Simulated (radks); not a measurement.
Values are calculated unless marked as measured or tabulated.
Ti3.5+, configuration [Ne] 3s2 3d(up 1, down 1) 3p(up 2.5, down 2) (fractional occupations, a model configuration). Code: a radial shooting solver on a logarithmic mesh with Libxc functionals. Model: scalar-relativistic Kohn-Sham, BLYP, spin-polarised, spherical densities, point nucleus.

Radial electron density D(r) = 4 pi r^2 rho(r):

| r (bohr) | D(r) (e/bohr) | spin D(r) |
|---|---|---|
| 0.005305 | 2.129 | 0.00000457 |
| 0.006744 | 3.209 | 0.0000131 |
| 0.008573 | 4.755 | 0.0000348 |
| 0.0109 | 6.895 | 0.0000889 |
| 0.01385 | 9.726 | 0.000220 |
| 0.01747 | 13.12 | 0.000517 |
| 0.02221 | 17.13 | 0.00122 |
| 0.02824 | 21.18 | 0.00277 |
| 0.0359 | 24.48 | 0.00610 |
| 0.04563 | 26.08 | 0.0128 |
| 0.05801 | 25.38 | 0.0256 |
| 0.07375 | 22.78 | 0.0474 |
| 0.09375 | 20.04 | 0.0801 |
| 0.1192 | 19.60 | 0.120 |
| 0.1515 | 22.50 | 0.153 |
| 0.1926 | 26.64 | 0.153 |
| 0.2448 | 27.57 | 0.102 |
| 0.3113 | 22.63 | 0.0243 |
| 0.3957 | 14.42 | 0.00568 |
| 0.503 | 8.725 | 0.135 |
| 0.6395 | 8.139 | 0.386 |
| 0.8064 | 9.414 | 0.572 |
| 1.025 | 8.529 | 0.536 |
| 1.303 | 5.302 | 0.319 |
| 1.657 | 2.236 | 0.116 |
| 2.106 | 0.6466 | 0.0222 |
| 2.677 | 0.1304 | 0.000980 |
| 3.404 | 0.01741 | -0.000378 |
| 4.327 | 0.001289 | -0.0000597 |

D(r) has 3 maxima, at r = 0.0479, 0.228, 0.853 bohr, and minima at 0.109, 0.581 bohr, inside which lie 2.13, 10.52 electrons.
